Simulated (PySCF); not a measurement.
C3H10O2Si, SMILES COC[SiH2]OC (GFN2-xTB optimised geometry):

```
16

C      2.703    -1.864    -0.035
O      1.312    -1.680    -0.031
C      0.934    -0.318     0.000
Si    -0.962    -0.318     0.000
O     -1.324     1.265     0.000
C     -2.589     1.856     0.004
H      3.163    -1.439     0.867
H      3.164    -1.395    -0.914
H      2.881    -2.938    -0.061
H      1.352     0.166     0.893
H      1.353     0.207    -0.869
H     -1.488    -0.992    -1.192
H     -1.488    -0.993     1.192
H     -2.458     2.938    -0.014
H     -3.164     1.546    -0.872
H     -3.145     1.573     0.900
```

Calculation: PySCF 2.14.0 with CAM-B3LYP/def2-TZVP.

Q: What are the frontier orbital energies and the dipole moment?

A: HOMO-2 -9.73 eV, HOMO-1 -9.54 eV, HOMO -8.90 eV, LUMO 1.42 eV, LUMO+1 1.98 eV; dipole moment 0.93 D.

Meta-Löwdin charges at CAM-B3LYP/def2-TZVP: C1 -0.11, O2 -0.40, C3 -0.24, Si4 0.93, O5 -0.63, C6 -0.11, H7 0.09, H8 0.09, H9 0.12, H10 0.10, H11 0.10, H12 -0.14, H13 -0.14, H14 0.12, H15 0.10, H16 0.10.
